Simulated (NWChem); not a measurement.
Species: MgHF; SMILES [F][MgH]

```xyz
3

Mg    -0.0009    -0.5924     0.0000
H     -0.0055    -2.2802     0.0000
F      0.0008     1.1687     0.0000
```
Atoms are numbered in this order, from 1.

Program: NWChem. The geometry was optimised at PBE0/def2-SVP. Core excitations by TDA in a window of 1s orbitals, non-relativistic and unshifted: absolute energies depend strongly on the exact-exchange share.

For level F K edge, PBE/def2-TZVP:

```yaml
first 1s excitation (eV): 656.0
dipole_oscillator_strength_of_the_first: 0.0033
first state with f > 0.002 (eV): 656.0
dipole_oscillator_strength_of_that_state: 0.0033
```

Q: How do the values read with level F K edge, BHandHLYP/cc-pVTZ instead?

A: The first 1s excitation (eV) comes out as 681.7 and the dipole oscillator strength of the first is 0.0054. The first state with f > 0.002 (eV) is 681.7 and the dipole oscillator strength of that state is 0.0054.
